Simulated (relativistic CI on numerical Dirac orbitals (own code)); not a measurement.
Method of calculation: Dirac-Coulomb-Breit CI, orbitals from a KLI potential per configuration, model QED, unscaled Slater integrals (own radial code, finite nucleus).

CI space (outside the closed core [Ar] 3d10): 4s²4p⁶4d⁴, 4s²4p⁶4d³4f, 4s²4p⁵4d⁵, 4s4p⁶4d⁵, 4s²4p⁵4d⁴4f, 4s4p⁶4d⁴4f, 4s²4p⁶4d³5s, 4s²4p⁶4d²4f5s, 4s²4p⁶4d³5p, 4s²4p⁶4d³5d, 4s²4p⁵4d⁴5s, 4p⁶4d⁵4f, 4s²4p⁶4d³5f, 4s²4p⁶4d²5s5p, 4s4p⁶4d³4f5s, 4s²4p⁶4d³6s, 4s²4p⁶4d³6p, 4p⁶4d⁵5p, 4p⁶4d⁶, 4p⁵4d⁷, 4p⁵4d⁶4f, 4s²4p⁶4d²5s², 4s²4p⁶4d4f5s², 4s²4p⁵4d²4f5s², 4s4p⁶4d²4f5s². Double excitations out of closed p, d and f shells are left out; levels of such configurations are missing from the list, as are those of other unlisted configurations, and high levels can miss mixing partners. These lack a partner that the ground configuration has and come out too high: 4s²4p⁵4d⁴5s.

At this charge energies of transitions that change n are usually good to better than 1 %, and those within a shell (Δn = 0) to a few per cent.

Outline of the computed level scheme of Tl XLII. Lowest level of each configuration: 4s²4p⁶4d⁴ ³P0 at 0.000 eV; 4s²4p⁵4d⁵ ⁵D°4 at 215.321 eV.

Some strong electric-dipole decays among the lowest 45 levels: 4s²4p⁵4d⁵ ³D°1 → 4s²4p⁶4d⁴ ³P0 (2.0e+11 s⁻¹); 4s²4p⁵4d⁵ ⁵P°2 → 4s²4p⁶4d⁴ ⁵D1 (2.4e+10 s⁻¹); 4s²4p⁵4d⁵ ⁵D°3 → 4s²4p⁶4d⁴ ⁵D2 (1.1e+10 s⁻¹); 4s²4p⁵4d⁵ ⁵D°4 → 4s²4p⁶4d⁴ ³F4 (3.5e+09 s⁻¹).

LS names give the leading component of a level, which can be under half, so a name can repeat, a term be missing and a line seem to break the LS rules.
